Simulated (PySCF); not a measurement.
## A small calculation by hand: dipole moment from atomic charges

B(CCH)(OH)2 (C₂H₃BO₂), SMILES B(C#C)(O)O. Atoms are numbered in the order given.

```xyz
8

B      0.0000     0.0000    -0.5066
C      0.0000     0.0000     1.0446
C      0.0000     0.0000     2.2612
H      0.0000     0.0000     3.3369
O      0.0000     1.1584    -1.2100
H      0.0000     1.9314    -0.6392
O      0.0000    -1.1584    -1.2100
H      0.0000    -1.9314    -0.6392
```
Charge 0, spin multiplicity 1.

The structure is a stationary point at PBE0-D3(BJ)/def2-SVP. The values are those of a single conformer.

Charges (e) from M06-2X/def2-TZVP in PySCF:

```
atom     IAO  ESP fit
----  ------  -------
B1     0.542    0.791
C2    -0.210   -0.392
C3    -0.185   -0.247
H4     0.205    0.286
O5    -0.558   -0.640
H6     0.382    0.421
O7    -0.558   -0.640
H8     0.382    0.421
```

The dipole moment of the full density is 2.86 D.

Question: What dipole moment does each set of point charges give, and which comes closer to that of the density?

Answer: 
μ = Σ q r, and 1 e Å = 4.8032 D.
IAO: Σ q r = (0.000, 0.000, 0.634) e Å, |μ| = 3.04 D.
ESP fit: Σ q r = (0.000, 0.000, 0.596) e Å, |μ| = 2.86 D.
ESP fit comes closer in size. Point charges leave out the atoms' own dipoles (lone pairs, polarised bonds); fits to the potential absorb them, partitions of the density don't.
